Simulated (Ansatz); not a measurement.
Steps of a relaxation of FGeH6NSi, SMILES `[NH2][GeH2][SiH2]F` with RKS PBE0-D4/def2-TZVP.

```sh
$ ansatz run in.yaml --threads 4 --pin off --events-out ev --progress --plain --max-ram 10444MiB
```

```yaml
crystal:
  periodic: [false, false, false]
  atoms:
    - {symbol: N, position_ang: [-1.325214, 1.272565, -0.314354]}
    - {symbol: Ge, position_ang: [0.399185, 0.599266, -0.541337]}
    - {symbol: Si, position_ang: [0.486189, -1.494508, 0.613545]}
    - {symbol: F, position_ang: [-0.511973, -2.572460, -0.127912]}
    - {symbol: H, position_ang: [-1.541568, 1.475550, 0.669205]}
    - {symbol: H, position_ang: [-1.474990, 2.140816, -0.843168]}
    - {symbol: H, position_ang: [1.560225, 1.521797, -0.026167]}
    - {symbol: H, position_ang: [0.582958, 0.411345, -2.070621]}
    - {symbol: H, position_ang: [0.027632, -1.342873, 2.040798]}
    - {symbol: H, position_ang: [1.880656, -2.062798, 0.602912]}
basis:
  gaussian: {orbitals: def2-TZVP}
hamiltonian: {xc: pbe0, dispersion: d4}
relax: {f_tol: 0.005, max_steps: 150}
```

Positions (Å) and forces (eV/Å) along the path, 7 of 7 steps:

```xyz
10
step=1 energy=-68689.7118 eV
N    -1.325    1.273   -0.314    0.123    0.589    0.261
Ge    0.399    0.599   -0.541   -0.095    0.064   -0.107
Si    0.486   -1.495    0.614   -0.485   -0.702   -0.274
F    -0.512   -2.572   -0.128    0.766    0.777    0.583
H    -1.542    1.476    0.669    0.127   -0.115   -0.604
H    -1.475    2.141   -0.843    0.078   -0.530    0.329
H     1.560    1.522   -0.026   -0.241   -0.140   -0.072
H     0.583    0.411   -2.071   -0.010    0.045    0.223
H     0.028   -1.343    2.041    0.084   -0.076   -0.335
H     1.881   -2.063    0.603   -0.345    0.089   -0.003
10
step=2 energy=-68689.7525 eV
N    -1.318    1.289   -0.314    0.086    0.171    0.092
Ge    0.383    0.586   -0.550   -0.103    0.097   -0.013
Si    0.490   -1.492    0.611   -0.410   -0.614   -0.231
F    -0.480   -2.586   -0.109    0.434    0.510    0.317
H    -1.527    1.493    0.660    0.024   -0.060   -0.167
H    -1.458    2.150   -0.837    0.015   -0.169    0.068
H     1.518    1.508   -0.024   -0.003   -0.023   -0.004
H     0.578    0.418   -2.067   -0.005   -0.007    0.034
H     0.030   -1.359    2.023    0.017    0.028   -0.078
H     1.867   -2.060    0.610   -0.056    0.068   -0.017
10
step=3 energy=-68689.7643 eV
N    -1.310    1.283   -0.305    0.058    0.018   -0.027
Ge    0.387    0.587   -0.545   -0.048   -0.026    0.037
Si    0.483   -1.495    0.609   -0.108   -0.083   -0.114
F    -0.475   -2.570   -0.106    0.063    0.066    0.050
H    -1.518    1.493    0.662   -0.023   -0.014    0.053
H    -1.465    2.127   -0.840   -0.027    0.019   -0.039
H     1.523    1.502   -0.019    0.034    0.023    0.004
H     0.579    0.412   -2.059    0.001    0.010   -0.039
H     0.018   -1.346    2.011    0.012   -0.001    0.043
H     1.861   -2.045    0.595    0.038   -0.012    0.031
10
step=4 energy=-68689.7654 eV
N    -1.309    1.292   -0.307    0.032    0.016    0.017
Ge    0.384    0.587   -0.543   -0.025   -0.001   -0.013
Si    0.482   -1.501    0.605    0.006    0.007    0.022
F    -0.471   -2.581   -0.100   -0.021   -0.011   -0.026
H    -1.525    1.497    0.660   -0.011   -0.012    0.000
H    -1.467    2.135   -0.844   -0.005   -0.011   -0.011
H     1.526    1.501   -0.021    0.009   -0.008    0.009
H     0.576    0.419   -2.060   -0.001    0.003   -0.012
H     0.025   -1.352    2.012   -0.002    0.007    0.016
H     1.862   -2.050    0.602    0.017    0.009   -0.002
10
step=5 energy=-68689.7657 eV
N    -1.307    1.293   -0.306    0.019    0.020    0.017
Ge    0.384    0.586   -0.546   -0.010    0.007    0.003
Si    0.481   -1.500    0.608    0.020    0.023    0.005
F    -0.471   -2.575   -0.104   -0.024   -0.032   -0.013
H    -1.527    1.494    0.660   -0.003   -0.009   -0.015
H    -1.469    2.134   -0.844   -0.001   -0.014    0.000
H     1.530    1.493   -0.021    0.001   -0.001   -0.001
H     0.574    0.423   -2.064   -0.001   -0.003    0.008
H     0.024   -1.352    2.015   -0.002    0.005   -0.003
H     1.864   -2.046    0.604    0.001    0.006    0.000
10
step=6 energy=-68689.7658 eV
N    -1.305    1.294   -0.305    0.010    0.015    0.008
Ge    0.385    0.586   -0.546   -0.007    0.000    0.001
Si    0.480   -1.500    0.606    0.017    0.010    0.005
F    -0.471   -2.579   -0.103   -0.009   -0.011   -0.004
H    -1.528    1.493    0.661   -0.001   -0.005   -0.009
H    -1.470    2.134   -0.844   -0.002   -0.008    0.001
H     1.532    1.491   -0.020   -0.001   -0.002   -0.002
H     0.573    0.422   -2.064   -0.001    0.001    0.006
H     0.023   -1.350    2.014   -0.002    0.000   -0.005
H     1.864   -2.043    0.604   -0.003    0.001    0.001
10
step=7 energy=-68689.7659 eV
N    -1.303    1.296   -0.304    0.003    0.001    0.002
Ge    0.384    0.586   -0.546   -0.002    0.001   -0.002
Si    0.480   -1.500    0.605    0.003    0.002    0.002
F    -0.469   -2.582   -0.103    0.002    0.000    0.001
H    -1.529    1.493    0.661   -0.001   -0.001    0.000
H    -1.471    2.135   -0.844    0.000   -0.001   -0.001
H     1.534    1.488   -0.020    0.000    0.000   -0.001
H     0.572    0.423   -2.064   -0.001    0.000    0.000
H     0.021   -1.348    2.012   -0.002   -0.002   -0.002
H     1.865   -2.041    0.605   -0.002   -0.001    0.000
```

Run time 25 s (4 threads of an Arm Neoverse V1 on a shared host); peak host memory 0.48 GiB.
